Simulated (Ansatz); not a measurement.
A structure relaxed at PBE0-D4/def2-TZVP, charge 0, multiplicity 1:

Cartesian coordinates in Å:
```
B -1.5747 0.2901 1.1297
C -0.5560 -0.5400 0.2411
F -0.3180 -1.8008 0.7078
O 0.6344 0.2374 0.3984
C 1.4258 0.3118 -0.6282
C 2.1710 0.4146 -1.5599
H -1.6061 0.0896 2.3024
H -2.2422 1.1300 0.6119
H -0.7793 -0.6269 -0.8256
H 2.8451 0.4941 -2.3776
```

Task: Give its formula and SMILES.

Result: C3H4BFO, `BC(F)OC#C`.

Task: Summarise the bond lengths by kind.

Result: 1 × B–C 1.586 Å; 2 × B–H 1.190 to 1.191 Å; 1 × C–F 1.365 Å; 2 × C–O 1.298 to 1.430 Å; 2 × C–H 1.063 to 1.093 Å; 1 × C–C 1.197 Å.

Computed with Ansatz.
